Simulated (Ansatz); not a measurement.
**Ligand exchange: GeH2(CH3)2 + BH(CH3)I → GeH2(CH3)I + BH(CH3)2**

Species: GeH2(CH3)2, singlet; BH(CH3)I, singlet; GeH2(CH3)I, singlet; BH(CH3)2, singlet. The partners trade CH3 for I: Ge–CH3 and B–I bonds give way to Ge–I and B–CH3.

Shapes, held fixed at every level: PBE0-D4/def2-TZVP. Programs: Ansatz 0.2.0. The zero-point and thermal change to 298 K, harmonic and unscaled (PBE0-D4/def2-TZVP), is +0.4 kJ/mol.

Question: Estimate ΔH(298 K) of this reaction.

Answer: The highest level, CCSD(T)/def2-TZVPP, gives ΔH(298 K) = -22.3 kJ/mol; the levels span -46.4 to -22.3. The column of differences is taken from that level and isn't an error. No measured value is set beside it here. For atoms past krypton def2 sets carry core potentials with scalar relativity. Relativity is left out for Ge. Outer-core shells of Ge, I are correlated in most correlated rows, in sets that cover them unevenly. CCSD(T)/def2-TZVPP lies outside the range of all other levels here, so it shouldn't be taken on trust.

```csv
level,kind,ΔH(298 K) (kJ/mol),less CCSD(T)/def2-TZVPP
HF/def2-SVP,Hartree–Fock,-46.4,-24.1
PBE-D4/def2-TZVPP,GGA,-30.5,-8.2
r2SCAN-D4/def2-TZVPP,meta-GGA,-33.0,-10.7
wB97X-V/def2-TZVPP,range-separated hybrid,-34.8,-12.5
B2PLYP/def2-TZVPP,double hybrid,-31.5,-9.2
CCSD(T)/def2-SVP,coupled cluster or CI,-28.7,-6.4
CCSD/def2-SVP,coupled cluster or CI,-31.8,-9.5
CCSD(T)/def2-TZVPP,coupled cluster or CI,-22.3,0.0
```
